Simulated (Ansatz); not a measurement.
`O[SiH](O)[O][GeH3]` and `O[SiH](Cl)[O][GeH3]` differ in one atom or group.

Ansatz, PBE0-D4/def2-TZVP geometries, multiplicity 1. Each molecule was computed in one conformer, which needn't be the lowest.

Scalar relativity is left out up to krypton.

| property | `O[SiH](O)[O][GeH3]` |
| --- | --- |
| HOMO energy (ωB97M-V/def2-TZVPP) / eV | -11.06 |
| LUMO energy (B3LYP/def2-TZVPP) / eV | -0.13 |
| size of the dipole moment (B3LYP/def2-TZVPP) / D | 2.08 |
| HOMO energy (PBE0/def2-TZVPP) / eV | -8.72 |
| HOMO–LUMO gap (PBE/def2-TZVPP) / eV | 6.48 |
| HOMO–LUMO gap (B3LYP/def2-TZVPP) / eV | 8.38 |

(1) Give the same properties after the change, and the shifts. (Best estimate.)

Results:

(1) Computed: 
| property | `O[SiH](Cl)[O][GeH3]` | shift |
| --- | --- | --- |
| HOMO energy (ωB97M-V/def2-TZVPP) / eV | -11.17 | -0.11 |
| LUMO energy (B3LYP/def2-TZVPP) / eV | -0.22 | -0.09 |
| size of the dipole moment (B3LYP/def2-TZVPP) / D | 1.33 | -0.75 |
| HOMO energy (PBE0/def2-TZVPP) / eV | -8.89 | -0.17 |
| HOMO–LUMO gap (PBE/def2-TZVPP) / eV | 6.55 | 0.07 |
| HOMO–LUMO gap (B3LYP/def2-TZVPP) / eV | 8.42 | 0.04 |

With PBE0 the HOMO falls by 0.17 eV and the LUMO falls by 0.11 eV, so the gap widens by about 0.06 eV. PBE moves the HOMO by -0.20 eV and ωB97M-V by -0.11 eV. Dipoles are sizes alone; their direction can turn.

B3LYP here is the variant with VWN-RPA as its local correlation; programs differ in this.
